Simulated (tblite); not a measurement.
C5H9NO3S.
Structure used (GFN2-xTB), in Å, numbered top down from 1:
```
atom  x, y, z in Å
C1     1.8487   -0.6409   -0.6352
S2     1.4460    0.8870    0.2783
O3     1.7964    2.0083   -0.5471
O4     2.0468    0.7963    1.5821
C5    -0.3793    0.9274    0.5230
C6    -0.7955   -0.2833    1.3486
N7    -1.2842   -1.2065    0.3537
C8    -1.4974   -0.6808   -0.8755
O9    -1.9323   -1.2797   -1.8265
C10   -1.0674    0.7822   -0.8188
H11    2.3626   -0.3422   -1.5396
H12    0.9476   -1.1871   -0.8767
H13    2.4985   -1.2306   -0.0018
H14   -0.5503    1.8780    1.0215
H15    0.0641   -0.6882    1.8920
H16   -1.5786   -0.0350    2.0761
H17   -1.5742   -2.1415    0.5888
H18   -0.4037    1.0375   -1.6451
H19   -1.9576    1.4083   -0.9052
```

Calculated harmonic vibrations of the isolated species, GFN2-xTB (tblite), most abundant isotopes, no scaling. This tight-binding method is rough: wavenumbers can miss measured ones by several per cent, in bad cases by 10 to 20. One conformer, not necessarily the lowest. The optimisation stopped once no atom felt more than 0.01 eV/Å.

Lowest wavenumbers of the output (negative numbers stand for imaginary wavenumbers):
```
mode    cm-1
  1    -115.0
  2      44.5
  3      79.6
  4     137.8
  5     191.3
  6     200.0
  7     281.8
  8     298.6
  9     365.8
 10     388.4
```

Question: Is this structure a minimum?

Answer: No. 1 mode is imaginary beyond 20i (115i cm⁻¹), so at this level the point lies at or near a first-order saddle.

Question: Which atoms move in the imaginary mode?

Answer: 115i: H13 (methyl hydrogen) 32 %, H11 (methyl hydrogen) 32 %, H12 (methyl hydrogen) 30 %. These are shares of the mass-weighted motion.

Question: What is the remedy?

Answer: Step along that mode in both directions, optimise again with tighter thresholds and repeat the frequencies. The zero-point energy of this point (89.9 kcal/mol) counts the 50 real modes alone, and thermal corrections from it aren't those of a minimum.

Time: 0.66 s wall. Hardware: one thread, Arm Neoverse V2 (aarch64), on a shared host. This covers the Hessian and the dipole derivatives.
